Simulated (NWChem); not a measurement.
System: CH₄FGaO; SMILES [CH3][Ga]([OH])[F]

The following NWChem deck was run.

```
start job
memory heap 200 mb stack 900 mb global 1100 mb
geometry units angstroms noautoz
  Ga     0.047364     0.022967    -0.074711
  F     -1.312758    -1.007266    -0.582836
  C     -0.086915     1.966169     0.009491
  H     -0.340033     2.363751    -0.992425
  H      0.872636     2.398499     0.348968
  H     -0.892785     2.251480     0.713156
  O      1.514272    -0.929397     0.338100
  H      1.355155    -1.885369     0.224043
end
basis spherical
  * library def2-svpd
end
dft
  xc pbe0
  iterations 150
  mulliken
end
task dft energy
```

All runs use the structure optimised with PBE-D3(BJ)/def2-SVP.

Problem. Give the results of this calculation. (PBE0/def2-SVPD.) Quantities: basis functions; energy (Ha); highest occupied level (eV); orbital gap (eV); dipole (D).

Solution. 
- number of basis functions = 136
- energy (Ha) = -2139.65
- highest occupied level (eV) = -9.17
- orbital gap (eV) = 8.28
- dipole (D) = 1.81
